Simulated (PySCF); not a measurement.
**La²⁺: excitation energy**

La²⁺ [Xe] 5d1 (2D) → La²⁺ [Xe] 4f1 (2F), as a difference of total energies. All numbers are calculated (PySCF 2.14, a scalar-relativistic core potential, in def2-TZVPPD with the def2 core potential (46 electrons)). Correlated levels: valence: nothing frozen outside the core potential. The calculations carry no spin-orbit coupling.

```json
{"method": "UHF", "excitation energy (cm⁻¹)": "91014"}
{"method": "LDA", "excitation energy (cm⁻¹)": "84517"}
{"method": "PBE", "excitation energy (cm⁻¹)": "83982"}
{"method": "PBE0", "excitation energy (cm⁻¹)": "86547"}
{"method": "r2SCAN", "excitation energy (cm⁻¹)": "87148"}
{"method": "TPSS", "excitation energy (cm⁻¹)": "84718"}
{"method": "r2SCAN0", "excitation energy (cm⁻¹)": "88745"}
{"method": "PBEsol", "excitation energy (cm⁻¹)": "84010"}
{"method": "BP86", "excitation energy (cm⁻¹)": "83415"}
{"method": "MP2 (valence)", "excitation energy (cm⁻¹)": "89449"}
{"method": "SCS-MP2 (valence)", "excitation energy (cm⁻¹)": "89729"}
```
